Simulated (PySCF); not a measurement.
Record of a relaxation.

Species: C8H6Se.
Numbering: `[CH:1]#[C:2][CH:3]=[C:4]=[C:5]([C:6]#[CH:7])[Se:8][CH3:9]` (hydrogens: H10 on C1; H11 on C3; H12 on C7; H13, H14, H15 on C9)

Computed by this run: PBE0-D3(BJ)/def2-SVP geometry optimisation, gas phase (PySCF); density fitting, grid level 2; the optimiser is geomeTRIC in internal coordinates, started from a GFN2-xTB structure. The frame can shift and turn from step to step; on so coarse a grid that alone can change the energy by a few meV, and forces under 0.02 eV/Å are noise.

Step 0: E = -73705.7335 eV, largest atomic force 1.107 eV/Å
```
atom  x, y, z in Å  |  force x, y, z in eV/Å
C1      2.933   -1.400    0.774    0.223  -0.138   0.186
C2      2.244   -0.875   -0.058   -0.496   0.295  -0.505
C3      1.414   -0.284   -1.035    0.312  -0.073   0.058
C4      0.369    0.438   -0.722    0.042   0.009  -0.143
C5     -0.701    1.088   -0.369   -0.978  -0.366   0.096
C6     -0.765    2.478   -0.147    0.069  -0.780  -0.099
C7     -0.854    3.659    0.053   -0.024   0.207   0.025
Se8    -2.401    0.148   -0.119    0.302   0.018  -0.015
C9     -1.727   -1.666   -0.359   -0.042   0.635   0.006
H10     3.545   -1.850    1.497    0.636  -0.473   0.767
H11     1.701   -0.440   -2.069    0.006  -0.015  -0.554
H12    -0.913    4.692    0.222   -0.079   1.089   0.183
H13    -0.917   -1.845    0.345    0.251  -0.104   0.219
H14    -2.554   -2.343   -0.160   -0.340  -0.205   0.082
H15    -1.378   -1.792   -1.382    0.118  -0.099  -0.306
```

Step 1: E = -73705.8195 eV, largest atomic force 0.278 eV/Å
```
atom  x, y, z in Å  |  force x, y, z in eV/Å
C1      2.832   -1.257    0.607    0.097  -0.090   0.131
C2      2.116   -0.727   -0.216   -0.004   0.040  -0.039
C3      1.283   -0.117   -1.196   -0.015  -0.034  -0.095
C4      0.206    0.584   -0.901   -0.060   0.024   0.028
C5     -0.884    1.246   -0.578    0.208   0.184  -0.019
C6     -0.904    2.653   -0.356   -0.023  -0.132  -0.030
C7     -0.984    3.846   -0.160    0.008   0.199   0.037
Se8    -2.586    0.401   -0.353   -0.174  -0.078   0.012
C9     -1.996   -1.419   -0.623    0.015  -0.132   0.017
H10     3.458   -1.723    1.349   -0.047   0.042  -0.076
H11     1.562   -0.254   -2.254    0.002   0.012   0.067
H12    -1.039    4.907    0.016    0.006  -0.103  -0.020
H13    -1.195   -1.664    0.088   -0.039   0.000  -0.026
H14    -2.867   -2.065   -0.436    0.040   0.054  -0.014
H15    -1.642   -1.567   -1.653   -0.014   0.013   0.027
```

Step 2: E = -73705.8222 eV, largest atomic force 0.097 eV/Å
```
atom  x, y, z in Å  |  force x, y, z in eV/Å
C1      2.865   -1.258    0.602   -0.015  -0.001  -0.012
C2      2.135   -0.725   -0.208   -0.037   0.030   0.036
C3      1.287   -0.112   -1.176    0.013  -0.001  -0.066
C4      0.209    0.589   -0.887   -0.023  -0.042   0.084
C5     -0.884    1.251   -0.575    0.049   0.046  -0.026
C6     -0.906    2.659   -0.357   -0.048  -0.039  -0.001
C7     -0.983    3.854   -0.165    0.017  -0.005   0.001
Se8    -2.599    0.399   -0.372    0.009  -0.006  -0.001
C9     -2.019   -1.430   -0.626    0.042  -0.001  -0.001
H10     3.504   -1.726    1.327    0.010  -0.001  -0.003
H11     1.570   -0.238   -2.232    0.002  -0.005  -0.010
H12    -1.035    4.913    0.006   -0.001   0.004  -0.002
H13    -1.237   -1.684    0.103   -0.005   0.000   0.002
H14    -2.900   -2.063   -0.456   -0.013   0.016  -0.001
H15    -1.646   -1.583   -1.647   -0.001   0.006   0.001
```

Step 3: E = -73705.8229 eV, largest atomic force 0.058 eV/Å
```
atom  x, y, z in Å  |  force x, y, z in eV/Å
C1      2.849   -1.260    0.602   -0.030   0.013  -0.035
C2      2.123   -0.727   -0.211    0.024  -0.017   0.009
C3      1.282   -0.118   -1.187    0.000   0.013   0.022
C4      0.209    0.588   -0.888   -0.015   0.021   0.012
C5     -0.879    1.256   -0.574   -0.026  -0.004  -0.021
C6     -0.908    2.662   -0.355   -0.002   0.007   0.001
C7     -0.987    3.857   -0.163    0.017  -0.055  -0.008
Se8    -2.593    0.397   -0.369    0.024  -0.006   0.004
C9     -2.004   -1.429   -0.622    0.009   0.020  -0.003
H10     3.487   -1.726    1.329    0.017  -0.009   0.017
H11     1.563   -0.248   -2.243   -0.003  -0.005  -0.005
H12    -1.041    4.915    0.008   -0.005   0.028   0.004
H13    -1.227   -1.683    0.110    0.004   0.000   0.008
H14    -2.887   -2.061   -0.459   -0.018  -0.009  -0.001
H15    -1.627   -1.578   -1.642    0.003   0.001  -0.005
```

Step 4: E = -73705.8232 eV, largest atomic force 0.032 eV/Å
```
atom  x, y, z in Å  |  force x, y, z in eV/Å
C1      2.852   -1.267    0.599   -0.004  -0.003  -0.007
C2      2.123   -0.729   -0.209   -0.004   0.008   0.007
C3      1.279   -0.116   -1.180   -0.003  -0.002  -0.008
C4      0.206    0.590   -0.883    0.025  -0.002   0.020
C5     -0.883    1.257   -0.574   -0.022   0.001  -0.012
C6     -0.913    2.663   -0.357   -0.002   0.011   0.000
C7     -0.990    3.858   -0.166    0.011  -0.007  -0.001
Se8    -2.596    0.397   -0.373    0.003  -0.004   0.004
C9     -2.000   -1.427   -0.622   -0.006   0.002   0.001
H10     3.494   -1.738    1.320    0.003   0.000   0.003
H11     1.558   -0.246   -2.236    0.001   0.001  -0.005
H12    -1.043    4.918    0.003   -0.004   0.004   0.000
H13    -1.228   -1.679    0.117    0.000  -0.001   0.002
H14    -2.883   -2.061   -0.465   -0.002  -0.006  -0.004
H15    -1.615   -1.575   -1.639    0.002  -0.001   0.000
```

Step 5: E = -73705.8233 eV, largest atomic force 0.021 eV/Å
```
atom  x, y, z in Å  |  force x, y, z in eV/Å
C1      2.855   -1.265    0.597    0.011  -0.010   0.008
C2      2.124   -0.726   -0.208   -0.003   0.009  -0.002
C3      1.280   -0.112   -1.177   -0.004  -0.006  -0.010
C4      0.205    0.591   -0.879    0.013  -0.015   0.008
C5     -0.887    1.256   -0.573   -0.003  -0.003  -0.007
C6     -0.914    2.662   -0.358   -0.016   0.005   0.002
C7     -0.987    3.857   -0.168    0.005   0.018   0.002
Se8    -2.598    0.394   -0.374    0.001   0.006   0.003
C9     -2.003   -1.430   -0.621   -0.004  -0.002   0.002
H10     3.499   -1.736    1.316   -0.005   0.005  -0.004
H11     1.557   -0.241   -2.234    0.000   0.003   0.002
H12    -1.038    4.918    0.000   -0.001  -0.009  -0.002
H13    -1.236   -1.684    0.123   -0.002  -0.002  -0.002
H14    -2.888   -2.063   -0.473    0.006   0.001  -0.003
H15    -1.610   -1.576   -1.636    0.002  -0.001   0.002
```

Q: Summarise the path.

A: The energy falls by 2.07 kcal/mol from step 0 to step 5; nine tenths of that is first reached at step 1. It falls at every step. The largest force goes from 1.107 to 0.021 eV/Å. Among the bonds C5–Se8 changes most, from 1.958 to 1.927 Å; the atoms move by 0.087 Å rms after alignment.

Q: Follow the three bonds and two angles with the largest change from start to end.

A: 
```csv
step,E above end (kcal/mol),largest force (eV/Å),C5–Se8 (Å),C7–H12 (Å),C1–H10 (Å),C4–C3–H11 (°),C3–C4–C5 (°)
0,2.07,1.107,1.958,1.049,1.049,121.3,176.2
1,0.09,0.278,1.913,1.077,1.077,119.2,177.8
2,0.03,0.097,1.927,1.074,1.074,118.8,178.0
3,0.01,0.058,1.928,1.074,1.074,119.2,178.1
4,0.00,0.032,1.927,1.074,1.074,119.1,178.1
5,0.00,0.021,1.927,1.075,1.075,119.0,178.2
```

What follows is the cost of the whole optimisation. The run took 97 s of wall time on an Intel Xeon Platinum 8375C at 2.90 GHz with one thread, no GPU, shared host with 96 logical CPUs at a one-minute load of 40, and the process peaked at 0.90 GiB of memory.
